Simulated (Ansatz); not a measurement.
Geometry optimisation of `CCCCCCCCCCB(O)O`.

```yaml
crystal:
  periodic: [false, false, false]
  atoms:
    - {symbol: C, position_ang: [-5.725240, 0.015090, -1.355920]}
    - {symbol: C, position_ang: [-4.447050, -0.352670, -0.610750]}
    - {symbol: C, position_ang: [-3.964850, 0.793020, 0.277800]}
    - {symbol: C, position_ang: [-2.749740, 0.433010, 1.134670]}
    - {symbol: C, position_ang: [-1.467560, 0.234310, 0.327880]}
    - {symbol: C, position_ang: [-0.262020, -0.023810, 1.230330]}
    - {symbol: C, position_ang: [1.023120, -0.220670, 0.428630]}
    - {symbol: C, position_ang: [2.234740, -0.460130, 1.328020]}
    - {symbol: C, position_ang: [3.512820, -0.775820, 0.547610]}
    - {symbol: C, position_ang: [4.070760, 0.420440, -0.227300]}
    - {symbol: B, position_ang: [5.306600, 0.077990, -1.177370]}
    - {symbol: O, position_ang: [5.788710, -1.187510, -1.216000]}
    - {symbol: O, position_ang: [5.818150, 1.084450, -1.932020]}
    - {symbol: H, position_ang: [-6.521320, 0.254220, -0.653200]}
    - {symbol: H, position_ang: [-5.558680, 0.882250, -1.991860]}
    - {symbol: H, position_ang: [-6.056790, -0.810670, -1.982030]}
    - {symbol: H, position_ang: [-4.631020, -1.234880, 0.007540]}
    - {symbol: H, position_ang: [-3.672310, -0.608590, -1.335510]}
    - {symbol: H, position_ang: [-3.723450, 1.657470, -0.345960]}
    - {symbol: H, position_ang: [-4.784290, 1.085340, 0.940370]}
    - {symbol: H, position_ang: [-2.584910, 1.236450, 1.857470]}
    - {symbol: H, position_ang: [-2.966810, -0.476900, 1.699700]}
    - {symbol: H, position_ang: [-1.586460, -0.609890, -0.353410]}
    - {symbol: H, position_ang: [-1.282170, 1.125770, -0.276740]}
    - {symbol: H, position_ang: [-0.135880, 0.819580, 1.913430]}
    - {symbol: H, position_ang: [-0.450840, -0.912340, 1.838120]}
    - {symbol: H, position_ang: [1.191670, 0.663460, -0.188500]}
    - {symbol: H, position_ang: [0.902460, -1.075590, -0.240880]}
    - {symbol: H, position_ang: [2.399140, 0.418410, 1.955720]}
    - {symbol: H, position_ang: [2.013540, -1.301620, 1.990210]}
    - {symbol: H, position_ang: [4.279020, -1.124090, 1.243060]}
    - {symbol: H, position_ang: [3.313700, -1.592770, -0.147680]}
    - {symbol: H, position_ang: [3.283550, 0.857290, -0.843070]}
    - {symbol: H, position_ang: [4.361500, 1.201400, 0.478650]}
    - {symbol: H, position_ang: [6.517850, -1.362660, -1.812980]}
    - {symbol: H, position_ang: [6.554040, 0.870680, -2.508030]}
basis:
  gaussian: {orbitals: def2-SVP}
hamiltonian: {xc: pbe, dispersion: d4}
scf: {lower_state_search: "off"}
output: {orbitals: {seedname: orbitals}}
relax: {f_tol: 0.03, max_steps: 70}
```

```sh
$ ansatz run in.yaml --threads 4 --pin off --events-out ev --progress --plain --max-ram 9574MiB
```

It prints (some lines left out):

```
Functional definition: PBE
mean field -15487.31915685 eV, -569.1484813322 hartree, gradient 9.0e-6 eV, S^2 0.000000; 0 other end points of the search recorded, 0 dependent functions left out
relax step   1: F+E_penalty+E_count = -15488.11994636 eV  Δ(F+E_penalty+E_count) = +0.000e0 eV  max|allowed force component| = 1.088e0 eV/Å  Δτ_max = 0.0000 Å  (20 SCF iters, accepted)
mean field -15487.53993395 eV, -569.1565947410 hartree, gradient 9.7e-7 eV, S^2 0.000000; 0 other end points of the search recorded, 0 dependent functions left out
relax step   2: F+E_penalty+E_count = -15488.33150897 eV  Δ(F+E_penalty+E_count) = -2.116e-1 eV  max|allowed force component| = 4.547e-1 eV/Å  Δτ_max = 0.0932 Å  (21 SCF iters, accepted)
mean field -15487.56744896 eV, -569.1576058990 hartree, gradient 1.0e-6 eV, S^2 0.000000; 0 other end points of the search recorded, 0 dependent functions left out
relax step   3: F+E_penalty+E_count = -15488.35905581 eV  Δ(F+E_penalty+E_count) = -2.755e-2 eV  max|allowed force component| = 1.113e-1 eV/Å  Δτ_max = 0.0439 Å  (21 SCF iters, accepted)
mean field -15487.57110660 eV, -569.1577403148 hartree, gradient 9.9e-7 eV, S^2 0.000000; 0 other end points of the search recorded, 0 dependent functions left out
relax step   4: F+E_penalty+E_count = -15488.36235778 eV  Δ(F+E_penalty+E_count) = -3.302e-3 eV  max|allowed force component| = 5.619e-2 eV/Å  Δτ_max = 0.0284 Å  (21 SCF iters, accepted)
mean field -15487.57300865 eV, -569.1578102137 hartree, gradient 1.0e-6 eV, S^2 0.000000; 0 other end points of the search recorded, 0 dependent functions left out
relax step   5: F+E_penalty+E_count = -15488.36451638 eV  Δ(F+E_penalty+E_count) = -2.159e-3 eV  max|allowed force component| = 5.699e-2 eV/Å  Δτ_max = 0.0432 Å  (20 SCF iters, accepted)
mean field -15487.57348805 eV, -569.1578278314 hartree, gradient 1.0e-6 eV, S^2 0.000000; 0 other end points of the search recorded, 0 dependent functions left out
relax step   6: F+E_penalty+E_count = -15488.36569080 eV  Δ(F+E_penalty+E_count) = -1.174e-3 eV  max|allowed force component| = 5.604e-2 eV/Å  Δτ_max = 0.0583 Å  (20 SCF iters, accepted)
mean field -15487.57411027 eV, -569.1578506977 hartree, gradient 1.0e-6 eV, S^2 0.000000; 0 other end points of the search recorded, 0 dependent functions left out
relax step   7: F+E_penalty+E_count = -15488.36634859 eV  Δ(F+E_penalty+E_count) = -6.578e-4 eV  max|allowed force component| = 3.578e-2 eV/Å  Δτ_max = 0.0229 Å  (21 SCF iters, accepted)
mean field -15487.57482600 eV, -569.1578770002 hartree, gradient 1.0e-6 eV, S^2 0.000000; 0 other end points of the search recorded, 0 dependent functions left out
relax step   8: F+E_penalty+E_count = -15488.36693024 eV  Δ(F+E_penalty+E_count) = -5.817e-4 eV  max|allowed force component| = 3.133e-2 eV/Å  Δτ_max = 0.0388 Å  (20 SCF iters, accepted)
mean field -15487.57527832 eV, -569.1578936226 hartree, gradient 1.0e-6 eV, S^2 0.000000; 0 other end points of the search recorded, 0 dependent functions left out
relax step   9: F+E_penalty+E_count = -15488.36725563 eV  Δ(F+E_penalty+E_count) = -3.254e-4 eV  max|allowed force component| = 3.508e-2 eV/Å  Δτ_max = 0.0387 Å  (20 SCF iters, accepted)
mean field -15487.57552988 eV, -569.1579028673 hartree, gradient 1.0e-6 eV, S^2 0.000000; 0 other end points of the search recorded, 0 dependent functions left out
relax step  10: F+E_penalty+E_count = -15488.36743349 eV  Δ(F+E_penalty+E_count) = -1.779e-4 eV  max|allowed force component| = 2.222e-2 eV/Å  Δτ_max = 0.0283 Å  (21 SCF iters, accepted)
Total energy: -15488.36749343 eV, -569.1870069911 hartree
Atom 0 at    -5.778772     0.015967    -1.358872 Å, force     0.009361    -0.003392     0.007359 eV/Å
Atom 1 at    -4.506693    -0.329416    -0.582344 Å, force    -0.007703     0.008608    -0.001898 eV/Å
Atom 2 at    -4.025464     0.806889     0.328558 Å, force     0.004180    -0.006416     0.000351 eV/Å
Atom 3 at    -2.781443     0.481727     1.166905 Å, force    -0.001499     0.000394    -0.009450 eV/Å
Atom 4 at    -1.501805     0.245343     0.356872 Å, force    -0.000185    -0.000143     0.010566 eV/Å
Atom 5 at    -0.264019    -0.013186     1.220721 Å, force     0.000790    -0.000654    -0.013324 eV/Å
Atom 6 at     1.012937    -0.261479     0.412720 Å, force    -0.001031     0.000460     0.010664 eV/Å
Atom 7 at     2.252022    -0.520083     1.276205 Å, force     0.001927    -0.000184    -0.008772 eV/Å
Atom 8 at     3.536252    -0.814154     0.487467 Å, force    -0.001166     0.009579    -0.002510 eV/Å
Atom 9 at     4.052580     0.355002    -0.361743 Å, force     0.005245    -0.001418    -0.002837 eV/Å
Atom 10 at     5.395578     0.099316    -1.157506 Å, force    -0.022218     0.005345     0.003795 eV/Å
Atom 11 at     5.948960    -1.162581    -1.134885 Å, force     0.007953    -0.003530    -0.002957 eV/Å
Atom 12 at     5.946031     1.159698    -1.846277 Å, force     0.008821     0.000472    -0.002202 eV/Å
Atom 13 at    -6.618630     0.256334    -0.673119 Å, force     0.002382    -0.000344    -0.001966 eV/Å
Atom 14 at    -5.624722     0.901865    -2.010501 Å, force    -0.001192    -0.001332     0.001151 eV/Å
Atom 15 at    -6.106428    -0.821726    -2.007530 Å, force    -0.001114     0.002537     0.001016 eV/Å
Atom 16 at    -4.679360    -1.239745     0.035326 Å, force     0.000498     0.001616    -0.001068 eV/Å
Atom 17 at    -3.702069    -0.603067    -1.299260 Å, force    -0.001878    -0.000292     0.001671 eV/Å
Atom 18 at    -3.824321     1.710971    -0.291347 Å, force    -0.001035    -0.002609     0.001480 eV/Å
Atom 19 at    -4.857160     1.092327     1.010732 Å, force     0.000928    -0.000093    -0.001306 eV/Å
Atom 20 at    -2.601387     1.313933     1.883131 Å, force     0.000605    -0.001080    -0.000580 eV/Å
Atom 21 at    -2.986650    -0.414287     1.796737 Å, force     0.000863     0.002136    -0.001497 eV/Å
Atom 22 at    -1.643213    -0.614788    -0.334715 Å, force     0.000062     0.001300     0.000403 eV/Å
Atom 23 at    -1.315679     1.127269    -0.298397 Å, force    -0.000318    -0.002114     0.000407 eV/Å
Atom 24 at    -0.104635     0.851212     1.905247 Å, force    -0.000580    -0.001268    -0.000183 eV/Å
Atom 25 at    -0.455526    -0.886084     1.886050 Å, force     0.000477     0.001194    -0.001431 eV/Å
Atom 26 at     1.192313     0.610933    -0.254531 Å, force    -0.000601    -0.001778     0.000594 eV/Å
Atom 27 at     0.854657    -1.129781    -0.267672 Å, force     0.000909     0.001284     0.000413 eV/Å
Atom 28 at     2.422037     0.357441     1.942138 Å, force    -0.000757    -0.001673    -0.001608 eV/Å
Atom 29 at     2.039942    -1.375020     1.956709 Å, force    -0.000240     0.001597    -0.000346 eV/Å
Atom 30 at     4.332473    -1.125015     1.197523 Å, force    -0.001892     0.000578    -0.001182 eV/Å
Atom 31 at     3.370869    -1.699865    -0.165662 Å, force     0.001588     0.003340     0.003371 eV/Å
Atom 32 at     3.289498     0.668374    -1.111655 Å, force     0.013289    -0.003287     0.012509 eV/Å
Atom 33 at     4.196523     1.261574     0.271099 Å, force    -0.003028    -0.010611    -0.009715 eV/Å
Atom 34 at     6.768954    -1.252536    -1.652400 Å, force    -0.005627     0.000155     0.004049 eV/Å
Atom 35 at     6.766331     0.946658    -2.325722 Å, force    -0.007813     0.001623     0.005035 eV/Å
Dipole moment:     0.496756    -0.085565    -0.291824 e Å
Checks for a lower state left out: stability, starts, cluster_reference, orbital_swaps, neighbouring_geometries, increment
```

It took 82 s on 4 threads of Arm Neoverse N1 on a shared host.
